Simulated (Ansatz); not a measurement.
Consider the redistribution: `O[SiH](I)[SiH2]F` + `F[Si](F)(F)F` → `O[SiH](F)[SiH2]F` + `F[Si](F)(F)I`.

Isolated molecules relaxed with PBE0-D4/def2-TZVP in Ansatz; ΔE leaves out vibrations. CBS: MP2 limit from def2 TZ/QZ plus the TZ coupled-cluster correction, frozen cores. Functionals use def2-TZVPP. Elements past krypton have def2 core potentials. For I outer-core shells are correlated without core-valence functions, which leaves a few kJ/mol of doubt a bond. One conformer a species, not always the lowest.

| species | PBE energy (Eh) |
| --- | --- |
| `O[SiH](I)[SiH2]F` | -1053.92190 |
| `F[Si](F)(F)F` | -688.80859 |
| `O[SiH](F)[SiH2]F` | -856.04174 |
| `F[Si](F)(F)I` | -886.68138 |

Question: Work out ΔE.

Answer: ΔE = (-856.04174) + (-886.68138) − (-1053.92190) − (-688.80859) = 0.00737 Eh = +19.3 kJ/mol. CCSD(T)/CBS gives +29.6 kJ/mol.

Largest T1 diagnostic among the species: 0.012.

From PBE to PBE0 (25 % exact exchange), in def2-TZVPP and without D4, ΔE moves by +5.9 kJ/mol.
